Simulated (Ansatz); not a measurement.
CH₂ClFOSi (`F[Si]1(Cl)CO1`), relaxed with RKS PBE0-D4/def2-TZVP in the Gaussian-basis code of Ansatz from a PBE-D4/def2-SVP geometry. The force threshold is 0.005 eV/Å; the program also tests the step.

Total charge 0; spin multiplicity 1.

Start:

```xyz
7

F     2.080    0.665   -0.234
Si    0.497    0.405   -0.469
Cl    0.075    0.911   -2.401
C    -0.513   -0.646    0.599
O    -0.555    0.879    0.734
H    -0.102   -1.140    1.500
H    -1.481   -1.073    0.272
```

Problem. How much energy does the relaxation release, and in how many steps? (An estimate is asked.)

Solution. Computed: 9.76 kJ/mol, in 7 steps.

Problem. Which bonds change most? (Estimate.)

Solution. The calculation gave: F1–Si2 from 1.621 to 1.576 Å; Si2–O5 from 1.666 to 1.622 Å; Si2–Cl3 from 2.042 to 2.011 Å; Si2–C4 from 1.807 to 1.780 Å.

Problem. Give the relaxed structure. (Estimate.)

Solution. The calculation gave: 
```xyz
7

F     2.028    0.649   -0.230
Si    0.487    0.410   -0.454
Cl    0.078    0.894   -2.362
C    -0.499   -0.649    0.583
O    -0.537    0.868    0.716
H    -0.099   -1.120    1.477
H    -1.458   -1.052    0.270
```
